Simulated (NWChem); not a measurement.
System: Mg

The following NWChem deck was run.

```
start job
memory heap 200 mb stack 900 mb global 1100 mb
geometry units angstroms noautosym nocenter noautoz
  Mg     0.000000     0.000000     0.000000
end
basis spherical
  Mg library 6-31+g*
end
dft
  xc hfexch
  iterations 150
  vectors input atomic output neutral.movecs
end
task dft energy
charge 1
dft
  odft
  mult 2
  vectors input atomic output cation.movecs
end
task dft energy
charge -1
dft
  odft
  mult 2
  vectors input atomic output anion.movecs
end
task dft energy
```

Output (shortened):

```
             Northwest Computational Chemistry Package (NWChem) 7.3.0
             --------------------------------------------------------

                             Geometry "geometry" -> ""
                             -------------------------

 Output coordinates in angstroms (scale by  1.889725989 to convert to a.u.)

  No.       Tag          Charge          X              Y              Z
 ---- ---------------- ---------- -------------- -------------- --------------
    1 Mg                  12.0000     0.00000000     0.00000000     0.00000000

 Effective nuclear repulsion energy (a.u.)       0.0000000000

  xc_inp: hfexch multiplicative factor not found.

                                 NWChem DFT Module
                                 -----------------

 Summary of "ao basis" -> "ao basis" (spherical)
 ------------------------------------------------------------------------------
       Tag                 Description            Shells   Functions and Types
 ---------------- ------------------------------  ------  ---------------------
 Mg                         6-31+g*                 10       22   5s4p1d

            General Information
            -------------------
          SCF calculation type: DFT
          Wavefunction type:  closed shell.
          No. of atoms     :     1
          No. of electrons :    12
           Alpha electrons :     6
            Beta electrons :     6
          Charge           :     0
          Spin multiplicity:     1
          Use of symmetry is: off; symmetry adaption is: off
          Maximum number of iterations: 150
          AO basis - number of functions:    22
                     number of shells:    10
          Convergence on energy requested:  1.00D-06
          Convergence on density requested:  1.00D-05
          Convergence on gradient requested:  5.00D-04

              XC Information
              --------------
                     Hartree-Fock (Exact) Exchange  1.000

      Superposition of Atomic Density Guess
      -------------------------------------

 Sum of atomic energies:        -199.59533083

      Non-variational initial energy
      ------------------------------

 Total energy =    -199.595331
 1-e energy   =    -279.428993
 2-e energy   =      79.833662
 HOMO         =      -0.252839
 LUMO         =       0.022008

   convergence    iter        energy       DeltaE   RMS-Dens  Diis-err
 ---------------- ----- ----------------- --------- --------- ---------
 d= 0,ls=0.0,diis     1   -199.5953307878 -2.00D+02  3.45D-08  2.39D-14
 d= 0,ls=0.0,diis     2   -199.5953307878 -5.40D-13  1.83D-08  2.74D-15

         Total DFT energy =     -199.595330787759
      One electron energy =     -279.428991520487
           Coulomb energy =       95.829486245520
    Exchange-Corr. energy =      -15.995825512792
 Nuclear repulsion energy =        0.000000000000

 Numeric. integr. density =        0.000000000000

                       DFT Final Molecular Orbital Analysis
                       ------------------------------------

 Vector    4  Occ=2.000000D+00  E=-2.280241D+00
              MO Center= -1.6D-17,  5.3D-17,  3.6D-17, r^2= 1.7D-01
   Bfn.  Coefficient  Atom+Function         Bfn.  Coefficient  Atom+Function
  ----- ------------  ---------------      ----- ------------  ---------------
     5      0.922948  1 Mg pz                 3     -0.358611  1 Mg px
     4     -0.097764  1 Mg py

 Vector    5  Occ=2.000000D+00  E=-2.280241D+00
              MO Center=  4.5D-18,  5.1D-20,  3.4D-17, r^2= 1.7D-01
   Bfn.  Coefficient  Atom+Function         Bfn.  Coefficient  Atom+Function
  ----- ------------  ---------------      ----- ------------  ---------------
     4      0.973802  1 Mg py                 3     -0.202755  1 Mg px

 Vector    6  Occ=2.000000D+00  E=-2.528390D-01
              MO Center=  1.9D-16, -9.0D-16, -4.0D-16, r^2= 3.5D+00
   Bfn.  Coefficient  Atom+Function         Bfn.  Coefficient  Atom+Function
  ----- ------------  ---------------      ----- ------------  ---------------
    10      0.527986  1 Mg s                  6      0.522816  1 Mg s
     2     -0.246731  1 Mg s                  1      0.046276  1 Mg s

 Vector    7  Occ=0.000000D+00  E= 2.200760D-02
              MO Center= -6.1D-15,  2.0D-16,  5.0D-15, r^2= 2.1D+01
   Bfn.  Coefficient  Atom+Function         Bfn.  Coefficient  Atom+Function
  ----- ------------  ---------------      ----- ------------  ---------------
    15      0.717577  1 Mg px                17     -0.581141  1 Mg pz
     7      0.130050  1 Mg px                 9     -0.105323  1 Mg pz
     3     -0.048166  1 Mg px                 5      0.039008  1 Mg pz

 Vector    8  Occ=0.000000D+00  E= 2.200760D-02
              MO Center= -3.3D-15,  1.3D-14, -4.4D-15, r^2= 2.1D+01
   Bfn.  Coefficient  Atom+Function         Bfn.  Coefficient  Atom+Function
  ----- ------------  ---------------      ----- ------------  ---------------
    16      0.839963  1 Mg py                17     -0.304791  1 Mg pz
    15     -0.233116  1 Mg px                 8      0.152231  1 Mg py
     4     -0.056381  1 Mg py                 9     -0.055239  1 Mg pz
     7     -0.042249  1 Mg px

 Vector    9  Occ=0.000000D+00  E= 2.200760D-02
              MO Center=  5.1D-15,  3.8D-15,  6.4D-15, r^2= 2.1D+01
   Bfn.  Coefficient  Atom+Function         Bfn.  Coefficient  Atom+Function
  ----- ------------  ---------------      ----- ------------  ---------------
    17      0.649736  1 Mg pz                15      0.532465  1 Mg px
    16      0.383540  1 Mg py                 9      0.117755  1 Mg pz
     7      0.096501  1 Mg px                 8      0.069511  1 Mg py
     5     -0.043612  1 Mg pz                 3     -0.035740  1 Mg px
     4     -0.025744  1 Mg py

                                 NWChem DFT Module
                                 -----------------

            General Information
            -------------------
          SCF calculation type: DFT
          Wavefunction type:  spin polarized.
          No. of atoms     :     1
          No. of electrons :    11
           Alpha electrons :     6
            Beta electrons :     5
          Charge           :     1
          Spin multiplicity:     2
          Use of symmetry is: off; symmetry adaption is: off
          Maximum number of iterations: 150
          AO basis - number of functions:    22
                     number of shells:    10
          Convergence on energy requested:  1.00D-06
          Convergence on density requested:  1.00D-05
          Convergence on gradient requested:  5.00D-04

              XC Information
              --------------
                     Hartree-Fock (Exact) Exchange  1.000

      Superposition of Atomic Density Guess
      -------------------------------------

 Sum of atomic energies:        -199.59533083

 Renormalizing density from      12.00 to     11

      Non-variational initial energy
      ------------------------------

 Total energy =    -189.060791
 1-e energy   =    -256.143244
 2-e energy   =      67.082452
 HOMO         =      -0.607187
 LUMO         =      -0.234623

   convergence    iter        energy       DeltaE   RMS-Dens  Diis-err
 ---------------- ----- ----------------- --------- --------- ---------
 d= 0,ls=0.0,diis     1   -199.3277412942 -1.99D+02  1.16D-02  5.92D-02
                                                     7.78D-03  6.41D-02
 d= 0,ls=0.0,diis     2   -199.3521221251 -2.44D-02  1.44D-03  2.19D-04
                                                     3.78D-04  2.47D-04
 d= 0,ls=0.0,diis     3   -199.3522292321 -1.07D-04  2.82D-04  1.26D-06
                                                     1.39D-05  1.25D-07
 d= 0,ls=0.0,diis     4   -199.3522305087 -1.28D-06  9.93D-05  8.87D-08
                                                     2.67D-07  9.38D-11
 d= 0,ls=0.0,diis     5   -199.3522306269 -1.18D-07  6.54D-06  7.29D-10
                                                     1.53D-07  5.51D-11

         Total DFT energy =     -199.352230626913
      One electron energy =     -275.616124518559
           Coulomb energy =       92.121447898167
    Exchange-Corr. energy =      -15.857554006521
 Nuclear repulsion energy =        0.000000000000

 Numeric. integr. density =        0.000000000000

                    DFT Final Alpha Molecular Orbital Analysis
                    ------------------------------------------

 Vector    4  Occ=1.000000D+00  E=-2.611069D+00
              MO Center= -4.4D-18,  2.1D-17,  3.0D-17, r^2= 1.7D-01
   Bfn.  Coefficient  Atom+Function         Bfn.  Coefficient  Atom+Function
  ----- ------------  ---------------      ----- ------------  ---------------
     4      0.754494  1 Mg py                 3      0.643888  1 Mg px
     5     -0.081734  1 Mg pz

 Vector    5  Occ=1.000000D+00  E=-2.611069D+00
              MO Center=  4.9D-17, -3.2D-17, -4.4D-17, r^2= 1.7D-01
   Bfn.  Coefficient  Atom+Function         Bfn.  Coefficient  Atom+Function
  ----- ------------  ---------------      ----- ------------  ---------------
     3      0.597993  1 Mg px                 4     -0.570408  1 Mg py
     5     -0.554593  1 Mg pz

 Vector    6  Occ=1.000000D+00  E=-5.408634D-01
              MO Center=  7.4D-17,  4.7D-16, -9.7D-18, r^2= 2.6D+00
   Bfn.  Coefficient  Atom+Function         Bfn.  Coefficient  Atom+Function
  ----- ------------  ---------------      ----- ------------  ---------------
     6      0.809162  1 Mg s                 10      0.256536  1 Mg s
     2     -0.248383  1 Mg s                  1      0.053062  1 Mg s

 Vector    7  Occ=0.000000D+00  E=-1.713029D-01
              MO Center= -4.6D-18, -1.2D-15,  1.6D-18, r^2= 5.6D+00
   Bfn.  Coefficient  Atom+Function         Bfn.  Coefficient  Atom+Function
  ----- ------------  ---------------      ----- ------------  ---------------
    12      0.503312  1 Mg py                 8      0.459103  1 Mg py
    11     -0.193512  1 Mg px                 7     -0.176515  1 Mg px
     4     -0.148386  1 Mg py                13      0.140406  1 Mg pz
     9      0.128074  1 Mg pz                 3      0.057051  1 Mg px
    16      0.049857  1 Mg py                 5     -0.041395  1 Mg pz

 Vector    8  Occ=0.000000D+00  E=-1.713029D-01
              MO Center= -3.9D-16,  2.9D-17,  4.4D-16, r^2= 5.6D+00
   Bfn.  Coefficient  Atom+Function         Bfn.  Coefficient  Atom+Function
  ----- ------------  ---------------      ----- ------------  ---------------
    13      0.521002  1 Mg pz                 9      0.475239  1 Mg pz
    12     -0.178176  1 Mg py                 8     -0.162526  1 Mg py
     5     -0.153602  1 Mg pz                11     -0.085401  1 Mg px
     7     -0.077900  1 Mg px                 4      0.052530  1 Mg py
    17      0.051610  1 Mg pz                 3      0.025178  1 Mg px

 Vector    9  Occ=0.000000D+00  E=-1.713029D-01
              MO Center=  2.4D-17, -6.1D-16, -2.1D-17, r^2= 5.6D+00
   Bfn.  Coefficient  Atom+Function         Bfn.  Coefficient  Atom+Function
  ----- ------------  ---------------      ----- ------------  ---------------
    11      0.515503  1 Mg px                 7      0.470223  1 Mg px
    12      0.159418  1 Mg py                 3     -0.151981  1 Mg px
     8      0.145416  1 Mg py                13      0.139019  1 Mg pz
     9      0.126808  1 Mg pz                15      0.051065  1 Mg px
     4     -0.047000  1 Mg py                 5     -0.040986  1 Mg pz

                     DFT Final Beta Molecular Orbital Analysis
                     -----------------------------------------

 Vector    3  Occ=1.000000D+00  E=-2.605723D+00
              MO Center= -4.5D-17,  6.4D-18,  2.1D-17, r^2= 1.7D-01
   Bfn.  Coefficient  Atom+Function         Bfn.  Coefficient  Atom+Function
  ----- ------------  ---------------      ----- ------------  ---------------
     3      0.973185  1 Mg px                 5     -0.206439  1 Mg pz
     4     -0.055041  1 Mg py

 Vector    4  Occ=1.000000D+00  E=-2.605723D+00
              MO Center=  1.9D-17,  4.9D-16, -5.7D-18, r^2= 1.7D-01
   Bfn.  Coefficient  Atom+Function         Bfn.  Coefficient  Atom+Function
  ----- ------------  ---------------      ----- ------------  ---------------
     4      0.992838  1 Mg py                 3      0.066843  1 Mg px
     5      0.050393  1 Mg pz

 Vector    5  Occ=1.000000D+00  E=-2.605723D+00
              MO Center=  2.0D-17, -7.4D-18, -5.6D-18, r^2= 1.7D-01
   Bfn.  Coefficient  Atom+Function         Bfn.  Coefficient  Atom+Function
  ----- ------------  ---------------      ----- ------------  ---------------
     5      0.973437  1 Mg pz                 3      0.202926  1 Mg px
     4     -0.063070  1 Mg py

 Vector    6  Occ=0.000000D+00  E=-2.362199D-01
              MO Center= -8.7D-17,  5.8D-17,  4.8D-16, r^2= 3.7D+00
   Bfn.  Coefficient  Atom+Function         Bfn.  Coefficient  Atom+Function
  ----- ------------  ---------------      ----- ------------  ---------------
    10      0.581948  1 Mg s                  6      0.455271  1 Mg s
     2     -0.244863  1 Mg s                  1      0.044481  1 Mg s
    14      0.037596  1 Mg s

 Vector    7  Occ=0.000000D+00  E=-1.270502D-01
              MO Center= -2.3D-16, -2.2D-16, -2.7D-16, r^2= 8.4D+00
   Bfn.  Coefficient  Atom+Function         Bfn.  Coefficient  Atom+Function
  ----- ------------  ---------------      ----- ------------  ---------------
    13      0.399932  1 Mg pz                12      0.362024  1 Mg py
    11      0.277439  1 Mg px                 9      0.198858  1 Mg pz
     8      0.180009  1 Mg py                17      0.155375  1 Mg pz
    16      0.140647  1 Mg py                 7      0.137951  1 Mg px
    15      0.107786  1 Mg px                 5     -0.078622  1 Mg pz

 Vector    8  Occ=0.000000D+00  E=-1.270502D-01
              MO Center=  6.0D-17,  8.3D-17, -1.6D-16, r^2= 8.4D+00
   Bfn.  Coefficient  Atom+Function         Bfn.  Coefficient  Atom+Function
  ----- ------------  ---------------      ----- ------------  ---------------
    11      0.474648  1 Mg px                13     -0.374431  1 Mg pz
     7      0.236010  1 Mg px                 9     -0.186179  1 Mg pz
    15      0.184402  1 Mg px                17     -0.145468  1 Mg pz
     3     -0.093310  1 Mg px                 5      0.073609  1 Mg pz
    12      0.049889  1 Mg py

   alpha - beta orbital overlaps
   -----------------------------

   alpha      1      2      3      4      5      6      7      8      9     10
    beta      1      2      5      4      3      6      9      8      7     10
 overlap   1.000  1.000  0.923  0.795  0.734  0.978  0.739  0.704  0.738  0.983

   alpha     11     12     13     14     15     16     17     18     19     20
    beta     12     11     11     14     15     16     17     18     19     21
 overlap   0.671  0.671  0.663  0.988  0.895  0.911  0.967  0.948  0.875  0.932

   alpha     21     22
    beta     22     20
 overlap   0.927  0.809

     --------------------------
     Expectation value of S2:
     --------------------------
      <S2> =      0.7500 (Exact =     0.7500)

                                 NWChem DFT Module
                                 -----------------

            General Information
            -------------------
          SCF calculation type: DFT
          Wavefunction type:  spin polarized.
          No. of atoms     :     1
          No. of electrons :    13
           Alpha electrons :     7
            Beta electrons :     6
          Charge           :    -1
          Spin multiplicity:     2
          Use of symmetry is: off; symmetry adaption is: off
          Maximum number of iterations: 150
          AO basis - number of functions:    22
                     number of shells:    10
          Convergence on energy requested:  1.00D-06
          Convergence on density requested:  1.00D-05
          Convergence on gradient requested:  5.00D-04

[...]
```

Level: Hartree-Fock/6-31+G* (spherical d), vertical spin-unrestricted ions.
